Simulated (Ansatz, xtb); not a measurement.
**C5H9NO: which of two isomers lies lower**

Structure X: `C=CCCC(N)=O`, a singlet. Structure Y: `[H]/N=C(/O)CCC=C`, a singlet. Both are isolated molecules in the gas phase, relaxed with r2SCAN-D4/def2-SVP; each stands in its lowest conformer found.

Q: Estimate E(Y) − E(X) at the level CCSD(T)/def2-SVP + ΔMP2/def2-TZVPP.

A: Calculated at CCSD(T)/def2-SVP + ΔMP2/def2-TZVPP: E(Y) − E(X) = +0.454 eV, so structure X lies lower.

The same difference at several levels:

```tsv
level	geometry	E(Y) − E(X) (eV)	departure from the last row (eV)	job, with rough time for the two
GFN2-xTB	GFN2-xTB	+0.403	−0.051	optimisation, 0.25 s
HF/STO-3G	GFN2-xTB	+0.288	−0.166	single point, 0.56 s
r2SCAN-D4/def2-SVP//GFN2-xTB	GFN2-xTB	+0.672	+0.218	single point, 8.7 s
r2SCAN-D4/def2-SVP	r2SCAN-D4/def2-SVP	+0.638	+0.184	optimisation, 3.4 min
HF/def2-SVP	r2SCAN-D4/def2-SVP	+0.636	+0.182	part of the CCSD(T) run
MP2/def2-SVP	r2SCAN-D4/def2-SVP	+0.576	+0.122	part of the CCSD(T) run
CCSD(T)/def2-SVP	r2SCAN-D4/def2-SVP	+0.536	+0.082	single point
CCSD(T)/def2-SVP + ΔMP2/def2-TZVPP	r2SCAN-D4/def2-SVP	+0.454		single point, 3.1 min
```

As drawn, Y has 1 C=N, 1 C–O, 1 O–H in place of 1 C–N, 1 C=O, 1 N–H.

The levels shown agree on the order. The largest departure from CCSD(T)/def2-SVP + ΔMP2/def2-TZVPP is that of r2SCAN-D4/def2-SVP//GFN2-xTB, 0.218 eV. The last row adds to CCSD(T) the change of the MP2 difference between the two basis sets, here −0.082 eV.

With thermal terms from frequencies at re-optimised GFN2-xTB minima (ideal gas, soft modes damped towards free rotors, one conformer each, 298.15 K, 1 atm): the zero-point term adds +0.023 eV; ΔH is +0.465 and ΔG +0.484 eV.

The correlated steps freeze 7 core orbitals. Codes used: Ansatz 0.2.0, xtb 6.7.1; the last row on 2 threads of Arm Neoverse V1 on a shared host.
